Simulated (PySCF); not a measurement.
RbF, SMILES [Rb][F].

Coordinates come from a B3LYP-D3(BJ)/def2-TZVPD optimisation. The def2 effective core potentials stand for the cores of Rb; spin–orbit coupling is left out.

Calculation: HF/def2-TZVPD run with PySCF.

Isolated molecule, no solvent.

Estimate the frontier levels, gap, dipole moment and polarisability. (Estimate from the structure and the level; the computed values follow.)


highest occupied level: -10.97 eV
lowest empty level: -0.16 eV
orbital gap: 10.81 eV
dipole moment: 9.58 D
quadrupole, principal values (traceless, Buckingham form, about the centre of nuclear charge): -15.15, 7.58, 7.58 D·Å
mean static polarisability: 16.5 bohr³ (2.45 Å³)
polarisability, principal values: 15.4, 15.4, 18.8 bohr³
